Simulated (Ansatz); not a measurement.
Relaxation of the cluster Si3Ge with RKS r2SCAN-D4/def2-SVP.

```sh
$ ansatz run in.yaml --threads 4 --pin off --events-out ev --progress --plain --max-ram 3916MiB
```

```yaml
crystal:
  periodic: [false, false, false]
  atoms:
    - {symbol: Si, position_ang: [1.004940, 0.776410, 0.339810]}
    - {symbol: Si, position_ang: [-1.099080, 1.458870, -0.381270]}
    - {symbol: Si, position_ang: [-1.024150, -0.756710, 0.311670]}
    - {symbol: Ge, position_ang: [1.118300, -1.478570, -0.270220]}
basis:
  gaussian: {orbitals: def2-SVP}
hamiltonian: {xc: r2scan, dispersion: d4}
scf: {omitted_lower_state_checks: [starts]}
output: {orbitals: {seedname: orbitals}}
relax: {f_tol: 0.02, max_steps: 100}
```

Run time 19 s (4 threads of Arm Neoverse N1 on a shared host).

Positions (Å) and forces (eV/Å) at steps 1, 2, 3, 4, 5, 6 of 6:

```xyz
4
step=1 energy=-80132.3210 eV
Si    1.005    0.776    0.340   -0.774   -0.073   -0.141
Si   -1.099    1.459   -0.381   -0.080    0.120    0.259
Si   -1.024   -0.757    0.312    0.258    0.717   -0.114
Ge    1.118   -1.479   -0.270    0.596   -0.764   -0.003
4
step=2 energy=-80132.4657 eV
Si    0.941    0.742    0.287    0.054    0.149   -0.252
Si   -1.158    1.537   -0.328    0.120   -0.154    0.285
Si   -0.974   -0.704    0.261   -0.165   -0.014   -0.251
Ge    1.191   -1.575   -0.220   -0.009    0.019    0.218
4
step=3 energy=-80132.5345 eV
Si    0.944    0.745    0.174    0.025    0.020   -0.129
Si   -1.192    1.581   -0.214    0.112   -0.145    0.136
Si   -0.976   -0.706    0.148   -0.028   -0.021   -0.128
Ge    1.224   -1.620   -0.108   -0.108    0.146    0.120
4
step=4 energy=-80132.5442 eV
Si    0.955    0.752   -0.012    0.122   -0.087    0.000
Si   -1.181    1.564   -0.023   -0.426    0.558   -0.010
Si   -0.984   -0.713   -0.038    0.049   -0.134   -0.001
Ge    1.210   -1.603    0.074    0.255   -0.337    0.011
4
step=5 energy=-80132.5639 eV
Si    0.946    0.742    0.003    0.067    0.021    0.007
Si   -1.210    1.603   -0.040    0.056   -0.076   -0.003
Si   -0.972   -0.707   -0.023   -0.037   -0.058    0.006
Ge    1.236   -1.637    0.060   -0.086    0.113   -0.009
4
step=6 energy=-80132.5655 eV
Si    0.950    0.744    0.009    0.018    0.007    0.002
Si   -1.205    1.596   -0.046   -0.004    0.005   -0.002
Si   -0.975   -0.711   -0.017   -0.011   -0.015    0.002
Ge    1.230   -1.629    0.054   -0.003    0.003   -0.002
```

The structure comes from a short search, and lower isomers may exist.
